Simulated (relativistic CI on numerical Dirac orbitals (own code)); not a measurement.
Pt6+: 5d valence photoemission

Computed with this model: Dirac-Coulomb-Breit CI, KLI orbitals optimised for each configuration, a model potential for QED, valence Slater integrals scaled by 0.8, multiplet model of photoemission in the sudden approximation; configurations [Xe] 4f14 5d4 → [Xe] 4f14 5d3; 80 K; Lorentzian 0.3 eV and Gaussian 0.5 eV FWHM. Energies are those of the free ion, without screening or charge transfer. The energies are binding energies and can lie tens of eV above those of solids. S is read from ⟨S²⟩ = S(S + 1).

Field parameters in Wybourne normalisation: Oh B⁴₀ = 21Dq, B⁴₄ = √(5/14) B⁴₀. The field is a parameter set, without covalency.

Computed curve for free ion, scaled to 100 at the maximum (points under 2 are left out and the grid is thinned):

(Energy (eV), Intensity): (89.9, 2.2), (90.0, 2.6), (90.1, 3.0), (90.3, 4.4), (90.4, 5.5), (90.5, 7.2), (90.6, 9.8), (90.7, 14.1), (90.9, 32.6), (91.0, 48.9), (91.1, 68.9), (91.2, 88.0), (91.3, 99.9), (91.5, 88.2), (91.6, 69.2), (91.7, 49.5), (91.8, 33.4), (91.9, 22.4), (92.1, 12.7), (92.2, 11.6), (92.3, 11.8), (92.4, 12.5), (92.6, 12.7), (92.7, 11.4), (92.8, 9.7), (92.9, 8.0), (93.0, 7.0), (93.2, 8.0), (93.3, 10.1), (93.4, 12.8), (93.5, 15.2), (93.6, 16.3), (93.8, 13.2), (93.9, 10.2), (94.0, 7.3), (94.1, 5.0), (94.2, 3.5), (95.3, 2.0), (95.4, 2.1), (95.5, 2.0)

The ground state has S = 1.59, and the centroid lies at 91.81 eV.
